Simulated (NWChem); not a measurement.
Species: DMAc (C₄H₉NO); SMILES O=C(C)N(C)C

```xyz
15

C     -1.1192    -1.5029    -0.1073
N      0.0185    -0.5990    -0.0336
C      1.3217    -1.2370    -0.0175
C     -0.2081     0.7595     0.0138
C      1.0087     1.6767     0.0903
O     -1.3416     1.2287    -0.0040
H     -1.1290    -2.1825     0.7557
H     -2.0300    -0.9058    -0.1123
H     -1.0717    -2.1099    -1.0218
H      2.1226    -0.5013     0.0392
H      1.4712    -1.8374    -0.9264
H      1.4132    -1.9108     0.8464
H      0.6357     2.7009     0.1194
H      1.6075     1.4928     0.9896
H      1.6651     1.5640    -0.7801
```
Atoms are numbered in this order, from 1.

Level: B3LYP/6-31G* (spherical d) (NWChem), optimised geometry, unscaled harmonic frequencies. B3LYP is NWChem's, with the RPA form of VWN correlation.

| frequency (cm⁻¹) | IR intensity (km/mol) |
|---|---|
| 58 | 0.0 |
| 108 | 1.2 |
| 154 | 0.6 |
| 190 | 2.0 |
| 245 | 3.8 |
| 324 | 5.0 |
| 402 | 2.1 |
| 466 | 8.8 |
| 591 | 4.5 |
| 592 | 9.3 |
| 736 | 0.9 |
| 976 | 0.3 |
| 1034 | 65.8 |
| 1061 | 4.4 |
| 1090 | 3.5 |
| 1140 | 0.0 |
| 1188 | 1.6 |
| 1209 | 86.5 |
| 1296 | 44.8 |
| 1411 | 8.6 |
| 1444 | 110.0 |
| 1456 | 73.8 |
| 1490 | 6.1 |
| 1507 | 8.8 |
| 1513 | 17.3 |
| 1528 | 9.8 |
| 1534 | 8.3 |
| 1534 | 5.9 |
| 1568 | 29.0 |
| 1769 | 303.3 |
| 3020 | 39.0 |
| 3030 | 84.5 |
| 3057 | 7.9 |
| 3059 | 49.8 |
| 3072 | 33.7 |
| 3117 | 13.6 |
| 3176 | 8.9 |
| 3186 | 11.0 |
| 3192 | 2.3 |

| Property | Value |
|---|---|
| zero-point energy | 82.2 kcal/mol |
| thermal correction to the enthalpy at 298.15 K (with zero-point energy) | 87.6 kcal/mol |
| heat capacity Cv | 25.6 cal/(mol K) |
| entropy at 298.15 K and 1 atm (symmetry number 1) | 85.1 cal/(mol K) |
| dipole moment | 3.65 D |

Rigid rotor and harmonic oscillator; modes under 100 cm⁻¹ make the entropy uncertain.
